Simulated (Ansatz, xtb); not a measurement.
## Two isomers of C3H5ClN2Si

Structure X: `[SiH3]n1nccc1Cl`, a singlet. Structure Y: `[SiH3]c1[nH]ncc1Cl`, a singlet. Both are isolated molecules in the gas phase, relaxed with B3LYP-D3(BJ)/def2-SVP.

X (Å):

```csv
atom,x (Å),y (Å),z (Å)
C,-0.9708,0.4009,-1.4376
C,0.2132,0.5078,-0.6613
C,-0.2525,0.9052,0.5750
Cl,0.5906,1.2412,2.0390
N,-1.6143,1.0187,0.5117
N,-2.0555,0.7046,-0.7400
Si,-2.7832,1.4970,1.7864
H,-2.4542,2.8688,2.2530
H,-2.6803,0.5414,2.9194
H,-4.1128,1.4415,1.1414
H,-1.0621,0.1113,-2.4846
H,1.2446,0.3261,-0.9491
```

Y (Å):

```yaml
atoms:
  - { symbol: C, position_ang: [-1.3251, 1.0139, 0.5480] }
  - { symbol: C, position_ang: [-1.7245, 1.3046, -1.6472] }
  - { symbol: C, position_ang: [-1.3692, 0.3434, -0.6737] }
  - { symbol: Cl, position_ang: [-1.0462, -1.3366, -0.9127] }
  - { symbol: N, position_ang: [-1.6517, 2.3022, 0.2189] }
  - { symbol: N, position_ang: [-1.8927, 2.4968, -1.0789] }
  - { symbol: Si, position_ang: [-0.9276, 0.3873, 2.2647] }
  - { symbol: H, position_ang: [-1.0252, 1.5577, 3.1856] }
  - { symbol: H, position_ang: [0.4502, -0.1723, 2.3140] }
  - { symbol: H, position_ang: [-1.9013, -0.6574, 2.6824] }
  - { symbol: H, position_ang: [-1.7218, 3.0877, 0.8557] }
  - { symbol: H, position_ang: [-1.8594, 1.1665, -2.7184] }
```

Question: Estimate which is lower in electronic energy at CCSD(T)/def2-SVP + ΔMP2/def2-TZVPP, and by roughly how much.

Answer: The CCSD(T)/def2-SVP + ΔMP2/def2-TZVPP calculation puts structure X lower, by 39.8 kJ/mol.

How the difference moves with the method:

```
                             level               geometry  E(Y) − E(X) (kJ/mol)  departure from the last row (kJ/mol)  job, with rough time for the two
                          GFN2-xTB               GFN2-xTB                   +85.7                                 +45.9              optimisation, 0.13 s
                         HF/STO-3G               GFN2-xTB                   +53.3                                 +13.6              single point, 0.54 s
                r2SCAN-D4/def2-SVP               GFN2-xTB                   +23.0                                 −16.7               single point, 6.9 s
             B3LYP-D3(BJ)/def2-SVP  B3LYP-D3(BJ)/def2-SVP                   +30.3                                  −9.5                optimisation, 44 s
                       HF/def2-SVP  B3LYP-D3(BJ)/def2-SVP                   +39.4                                  −0.3           part of the CCSD(T) run
                      MP2/def2-SVP  B3LYP-D3(BJ)/def2-SVP                   +33.3                                  −6.5           part of the CCSD(T) run
                  CCSD(T)/def2-SVP  B3LYP-D3(BJ)/def2-SVP                   +34.2                                  −5.6                      single point
CCSD(T)/def2-SVP + ΔMP2/def2-TZVPP  B3LYP-D3(BJ)/def2-SVP                   +39.8                                                      single point, 92 s
```

As drawn, Y has 1 C–Si, 1 N–H in place of 1 N–Si, 1 C–H.

The levels shown agree on the order. The largest departure from CCSD(T)/def2-SVP + ΔMP2/def2-TZVPP is that of GFN2-xTB, 45.9 kJ/mol. The last row adds to CCSD(T) the change of the MP2 difference between the two basis sets, here +5.6 kJ/mol.

With thermal terms from frequencies at re-optimised GFN2-xTB minima (ideal gas, soft modes damped towards free rotors, one conformer each, 298.15 K, 1 atm): the zero-point term adds +0.1 kJ/mol; ΔH is +40.4 and ΔG +38.8 kJ/mol.

The correlated steps freeze 15 core orbitals. Programs: Ansatz 0.2.0, xtb 6.7.1; the last row on 2 threads of Arm Neoverse V2 on a shared host.
